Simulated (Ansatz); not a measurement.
Cartesian coordinates in Å:
```
O -0.631 0.759 -0.906
Si 0.305 -0.217 -0.013
Cl -0.761 -1.795 0.721
Cl 1.100 0.780 1.582
H -1.395 1.177 -0.504
H 1.382 -0.705 -0.881
```

Charge 0, multiplicity 1.

(1) List the B3LYP/def2-TZVPP orbital energies in eV (the Gaussian-basis code of Ansatz). (Estimate.)

Answers

(1) Computed: Occupied: -2762.74, -2762.74, -1801.40, -521.39, -257.51, -257.51, -196.52, -196.52, -196.39, -196.39, -196.39, -196.39, -145.68, -101.04, -101.02, -100.96, -28.37, -23.24, -22.61, -16.21, -13.55, -11.78, -11.77, -10.69, -10.10, -9.65, -9.26, -9.25, -8.91. Lowest empty: 0.05, 0.36, 0.89, 1.62, 1.91, 3.81, 3.98, 4.18.

B3LYP here is the variant with VWN-RPA as its local correlation; programs differ in this.
